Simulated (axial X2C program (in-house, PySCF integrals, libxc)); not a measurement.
## Curves of HfS⁺ by EOM-IP-CCSD

Computed with an in-house all-electron X2C program for linear molecules (integrals from PySCF): two-component X2C with atomic mean-field Coulomb and Gaunt terms, Gaussian nuclei, basis Hf dyall-cv3z, S dyall-av3z with contracted cores.

Energies in eV from the lowest point of the lowest state; states are followed by energy order within each Ω. Reference: HfS, 18 electrons correlated in 84 virtual spinors with an MP2 remainder; levels at this size can be off by some tenths of an eV. Masses 179.947 and 31.972 u.

| R (Å) | (1)Ω=1/2 | (2)Ω=1/2 |
| --- | --- | --- |
| 1.980 | 0.4113 | 3.2373 |
| 2.066 | 0.0463 | 2.4205 |
| 2.152 | 0.0000 | 1.9228 |
| 2.249 | 0.2140 | 1.6618 |
| 2.346 | 0.6152 | 1.6282 |
| 2.475 | 1.3140 | 1.8221 |

Q: Fit the curves (1)Ω=1/2 near their minima.

A: At EOM-IP-CCSD from HfS (the fit fixes ωe to about one per cent; ωe of higher roots by this method can be off by ten per cent):

```tsv
state	Te (cm⁻¹)	Re (Å)	ωe (cm⁻¹)
(1)Ω=1/2	0	2.123	584.5
```

For HfS at CCSD, and between the minima:

Re = 2.170 Å, ωe = 539.6 cm⁻¹; removing the electron costs 7.813 eV without zero-point terms.

T1 of the reference reaches 0.035 (Lee–Taylor). Curves followed by order can swap character. Number of frozen shells: Hf 4 s, 3 p, 2 d, 1 f; S 2 s, 1 p. Roots with under 60 % one-particle weight at any point are counted in the labels but not shown, and the list ends where the roots sought for some Ω run out; states that need a further excitation are missing and may lie low or lowest. Curves with a minimum but no constants failed the fit check.
